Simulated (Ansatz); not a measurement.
One change: `[F][Zn][CH2]BCl` becomes `NCBCl`.

Ansatz, PBE0-D4/def2-TZVP geometries, multiplicity 1. Each molecule was computed in one conformer, which needn't be the lowest.

Scalar relativity is left out up to krypton.

```
                             property  `[F][Zn][CH2]BCl`
LUMO energy (ωB97M-V/def2-TZVPP) / eV               0.18
  HOMO–LUMO gap (PBE/def2-TZVPP) / eV               4.69
   LUMO energy (PBE0/def2-TZVPP) / eV              -1.61
    HOMO energy (PBE/def2-TZVPP) / eV              -7.21
HOMO–LUMO gap (B3LYP/def2-TZVPP) / eV               6.46
  HOMO energy (B3LYP/def2-TZVPP) / eV              -8.32
```

Give the same properties after the change, and the shifts. (An estimate is asked.)

Computed: 
| property | `NCBCl` | shift |
| --- | --- | --- |
| LUMO energy (ωB97M-V/def2-TZVPP) / eV | 0.87 | 0.69 |
| HOMO–LUMO gap (PBE/def2-TZVPP) / eV | 3.39 | -1.30 |
| LUMO energy (PBE0/def2-TZVPP) / eV | -1.15 | 0.46 |
| HOMO energy (PBE/def2-TZVPP) / eV | -5.52 | 1.69 |
| HOMO–LUMO gap (B3LYP/def2-TZVPP) / eV | 5.39 | -1.07 |
| HOMO energy (B3LYP/def2-TZVPP) / eV | -6.75 | 1.57 |

With PBE0 the HOMO rises by 1.54 eV and the LUMO rises by 0.46 eV, so the gap narrows by about 1.08 eV. PBE moves the HOMO by 1.69 eV and ωB97M-V by 1.38 eV.

B3LYP here is the variant with VWN-RPA as its local correlation; programs differ in this.
